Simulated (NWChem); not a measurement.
ZnH₂; SMILES [ZnH2]

```xyz
3

Zn     0.0000     0.0000     0.0000
H      0.0000     0.0000    -1.5501
H      0.0000     0.0000     1.5501
```
Atoms are numbered in this order, from 1.

The geometry was optimised at PBE0/def2-SVP.

### Question
Give the principal values of the shielding tensors (ppm) of Zn1 from BHandHLYP/pcSseg-1, GIAO (NWChem), with their diamagnetic and paramagnetic parts as GIAO splits them.

### Answer
```json
[
 {"atom": "Zn1", "σ11": "1308.0", "σ22": "1308.0", "σ33": "2520.2", "isotropic": "1712.1", "diamagnetic": "2518.7", "paramagnetic": "-806.6"}
]
```
